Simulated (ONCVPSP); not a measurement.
## LDA (Perdew-Wang 92) ONCV dataset for copper (Cu), scalar-relativistic all-electron reference.

ONCVPSP 4.0.1 input, shortened (lines: element, Z, core and valence counts, functional; n l f; lmax; l rc ep ncon nbas qcut; lloc lpopt rc5 dvloc0; l nproj debl; icmod fcfact rcfact), LDA (Perdew-Wang 92), scalar-relativistic:

```
  Cu 29.00    3    3  -001012      upf
    1    0    2.00
    2    0    2.00
    2    1    6.00
    3    0    2.00
    3    1    6.00
    3    2    9.00
    3
    0    1.00    0.00    5    9   15.80
    1    1.20    0.00    4    7    9.50
    2    0.95    0.00    4    8   16.90
    3    1.10    0.17    4    7    8.80
    4    3    0.80   -1.00
    0    2    0.40
    1    3    1.80
    2    2    3.60
    3    1    2.30
    2    0.65    0.75
```

In the s channel the program set the typed energies aside and used -5.137, 0.250 Ha. In the p channel the program set the typed energies aside and used -3.586, 0.250, 2.050 Ha.

**Question.** Estimate the cutoffs (Ha) at which the residual kinetic energy of the hardest occupied pseudo-wave falls to 1 and 0.1 mHa per electron.

**Answer.** 109 Ha and 122 Ha.

**Question.** What does a ghost test show?

**Answer.** No bound ghost flagged; no localised positive-energy state flagged.

**Question.** Which valence shell sets the plane-wave cutoff?

**Answer.** 3d: 109 Ha for 1 mHa per electron, against 83 Ha for 3s.

**Question.** Tests: 3s2 3p6 3d10 4s1; 3s2 3p6 3d10; 3s2 3p6 3d8; 3s1 3p6 3d10 4s1. Which has the largest error in its energy relative to the reference configuration, and how large is it?

**Answer.** 3s1 3p6 3d10 4s1, with +5.9 meV (all-electron minus pseudo) on +91.61 eV.
